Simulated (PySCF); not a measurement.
Cartesian coordinates in Å; atom numbers follow the order of the lines, from 1:
```xyz
12

N     3.3869    0.6021   -0.6822
C     2.2722    0.4725   -0.4281
C     0.9276    0.2576   -0.1474
C     0.1188    1.1464    0.4688
C    -1.2529    0.7268    0.6675
C    -1.5724   -0.4963    0.2182
Si   -0.0625   -1.3162   -0.5634
H     0.4479    2.1195    0.8052
H    -1.9478    1.3963    1.1547
H    -2.5650   -0.9023    0.3164
H     0.4272   -2.4813    0.1682
H    -0.1790   -1.5258   -2.0039
```

[PySCF 2.14: shieldings: GIAO PBE0/pcSseg-1; structure optimised with GFN2-xTB; averaged over atoms made equivalent by symmetry, fast rotation or ring inversion; isolated molecule; single conformer; non-relativistic]

**Question.** List the cross peaks expected in HSQC, COSY and HMBC spectra.

**Answer.** 

HSQC (one-bond C–H):
```tsv
δH	δC
7.68 (H8)	167.8 (C4)
7.44 (H9)	156.2 (C5)
6.54 (H10)	141.9 (C6)
```

COSY cross peaks (H two or three bonds apart, from the bond graph; peaks can be absent where the dihedral angle is near 90°):
```tsv
δH	δH
7.68 (H8)	7.44 (H9)
7.44 (H9)	6.54 (H10)
6.54 (H10)	4.75 (H11/H12)
```

HMBC (two and three bonds, from the bond graph):
```tsv
δH	δC
7.68 (H8)	156.2 (C5), 141.9 (C6), 123.1 (C2), 118.1 (C3)
7.44 (H9)	167.8 (C4), 141.9 (C6), 118.1 (C3)
6.54 (H10)	167.8 (C4), 156.2 (C5), 118.1 (C3)
4.75 (H11/H12)	167.8 (C4), 156.2 (C5), 141.9 (C6), 123.1 (C2), 118.1 (C3)
```

References, each an isolated molecule treated in the same way: 1H (31.72 ppm), 13C (186.93 ppm) against TMS.

Shifts are as computed. Against solution values, carbons near 30 ppm lie about +3 ppm off and those near 130 ppm about +5 ppm. Of 1211 compounds with measured shifts, 218 miss one by over three times the rms of a fit or turn the order of signals round; such compounds aren't used in these exercises.
